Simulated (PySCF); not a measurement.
From one molecule to another.

First species: C₆H₆FN.
Structure used (GFN2-xTB), in Å, numbered top down from 1:
```
atom  x, y, z in Å
C1     1.8327   -1.6744    1.3318
C2     1.3236   -0.9168    0.5569
C3     0.6459   -0.0284   -0.3516
C4     0.1680    1.3337    0.2080
C5    -1.2353    1.0683   -0.3614
F6    -2.2747    1.2574    0.5069
C7    -0.8252   -0.3619   -0.6309
N8    -1.5091   -1.3670   -0.8871
H9     2.3042   -2.3248    2.0060
H10    1.2163    0.0674   -1.2800
H11    0.1537    1.3474    1.2958
H12    0.6803    2.2160   -0.1665
H13   -1.4778    1.6276   -1.2721
H14   -1.0031   -2.2452   -0.9780
```

Second species: C₆H₈ClFO.
Cartesian coordinates in Å at the GFN2-xTB level; atoms count from 1:
```xyz
17
C6H8ClFO angstrom
C     -2.077   -0.067    0.189
C     -0.576    0.013    0.438
C     -0.009    1.365    0.003
O      1.366    1.502    0.323
C      2.126    0.413    0.114
C      1.659   -0.794   -0.207
Cl     2.744   -2.121   -0.448
C      0.191   -1.069   -0.334
F     -0.193   -1.039   -1.669
H     -2.594    0.709    0.748
H     -2.290    0.063   -0.869
H     -2.459   -1.035    0.502
H     -0.365   -0.134    1.503
H     -0.513    2.190    0.510
H     -0.138    1.475   -1.082
H      3.177    0.617    0.252
H     -0.056   -2.077    0.018
```

Levels: PBE0/def2-SVPD for HOMO energy, LUMO energy, HOMO–LUMO gap and static isotropic polarisability; TDDFT PBE0/def2-SVPD for lowest singlet excitation; TDA PBE0/def2-SVPD for lowest triplet excitation (Tamm–Dancoff). Geometries: GFN2-xTB. Each species is one conformer at its optimised geometry, gas phase, non-relativistic unless stated; the electronic structure was computed with PySCF and density fitting.

```
                                property  column X  column Y
                             HOMO energy  -7.48 eV  -6.78 eV
                             LUMO energy  -1.03 eV  -0.21 eV
                           HOMO–LUMO gap   6.45 eV   6.57 eV
               lowest singlet excitation   4.70 eV   5.77 eV
lowest triplet excitation (Tamm–Dancoff)   3.98 eV   3.87 eV
         static isotropic polarisability   73.8 au   86.9 au
```

(1) Which column belongs to which species?

(2) How does each property change from the first species to the second?

Results:

(1) Column X is the first species and column Y the second. The first has 14 atoms and 58 electrons, the second 17 and 78.

(2) HOMO energy +0.70 eV; LUMO energy +0.82 eV; HOMO–LUMO gap +0.12 eV; lowest singlet excitation +1.07 eV; lowest triplet excitation (Tamm–Dancoff) -0.11 eV; static isotropic polarisability +13.1 au.

On the first: The vertical singlet–triplet gap S1 − T1 is 0.72 eV (TDDFT singlet less Tamm–Dancoff triplet; S1: HOMO→LUMO, weight 0.93; T1: HOMO→LUMO, weight 0.87). S1 lies 1.75 eV below the HOMO–LUMO gap; its leading configuration is HOMO→LUMO, weight 0.93.

On the second: The principal polarisabilities are 66.9, 88.3 and 105.4 au; their mean is the isotropic value. The vertical singlet–triplet gap S1 − T1 is 1.90 eV (TDDFT singlet less Tamm–Dancoff triplet; S1: HOMO→LUMO, weight 0.44, beside HOMO→LUMO+1, weight 0.39; T1: HOMO→LUMO, weight 0.91).
